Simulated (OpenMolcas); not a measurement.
**d5 ions of charge +4 down a group on the Ge site of Cs2GeF6**

```json
{
 "Program": "OpenMolcas",
 "Method": "CASSCF",
 "Spin-orbit coupling": "RASSI with atomic mean-field integrals over the reference wave functions"
}
```

The d shell is active. Each dopant is a cluster with its nearest anions in model potentials and point charges, with no relaxation. Distances were set from a Shannon-type radius of the metal (high-spin where two are listed) plus a fixed donor radius (F 1.31 Å), in hosts weighted 0.65 to 0.35 with the host's distance in the model lattice. Ligand basis ANO-RCC-VDZP, DKH2 Hamiltonian. States (labels of O, the rotations of Oh). Energies in cm-1 above the lowest state or level, χT in cm3 K/mol; under a threefold ground state the first gap can be a small split of the lowest multiplet, not the spin-orbit step; 10Dq and B are least-squares fits to the states below 45000 cm-1, weighted by degeneracy, with a free offset, and given where the rms deviation is under 5 % of |10Dq| (or 100 cm-1) and under 700 cm-1. Spin-only χT is S(S+1) / 2 for the spin of the ground state.

| Ion | Shell | R (Å) | Metal basis | Ground state | First state of that spin | 10Dq | B (rms of fit) | First gap with spin-orbit (degeneracies) | χT at 300 K | First state of another spin | Spin-only χT |
| --- | --- | --- | --- | --- | --- | --- | --- | --- | --- | --- | --- |
| Co4+ | 3d5 | 1.827 | ANO-RCC-VTZP | 6A1 |  |  |  | 16922 (6, 2) | 4.381 | 2S+1 = 4: 17180 | 4.375 |
| Rh4+ | 4d5 | 1.873 | ANO-RCC-VTZP | 2T2 | 27168 | 30917 | 778 (448) | 2279 (2, 4) | 0.526 | 2S+1 = 4: 16744 | 0.375 |
| Ir4+ | 5d5 | 1.889 | ANO-RCC-VTZP | 2T2 | 2T1 33306 | 37141 | 717 (304) | 7493 (2, 4) | 0.412 | 2S+1 = 4: 23539 | 0.375 |

|10Dq| changes by a factor of 37141 / 30917 = 1.20 from Rh4+ to Ir4+.

B goes from 778 cm-1 (Rh4+) to 717 cm-1 (Ir4+).

Below the highest spin of the shell: Rh4+, Ir4+. χT departs most from the spin-only value for Rh4+, by +0.151 cm3 K/mol.

Without dynamic correlation the repulsion within the d shell is too large (B by tens of per cent), so at a given field states of lower spin stand too high. Ligand-to-metal charge-transfer states are missing. With no ligand orbital active B as a rule stays too high, so bands that hang on it stand too high and its fall with covalency is understated. CASSCF with metal d orbitals alone favours high spin, so a ground state of lower spin is not ruled out (holds for Co4+). The least metal-like active orbital is 76 % on the metal (Löwdin) and no ligand orbital is active, so the numbers are rough (holds for Co4+). With metal d orbitals alone and no dynamic correlation 10Dq can be off by a tenth to a fifth, either way, in oxide and fluoride hosts (holds for Co4+). An orbital triplet at a regular site is open to Jahn-Teller coupling, which can distort the site and quench the lowest spin-orbit gaps and is left out (holds for Rh4+; Ir4+). The least metal-like active orbital is 71 % on the metal (Löwdin) and no ligand orbital is active, so the numbers are rough (holds for Rh4+; Ir4+). With metal d orbitals alone the field can be off either way by tens of per cent (holds for Rh4+; Ir4+). No measured value stands beside these numbers; the geometry was set by hand and not optimised.

A state without a sure symmetry label is named by its multiplicity alone.
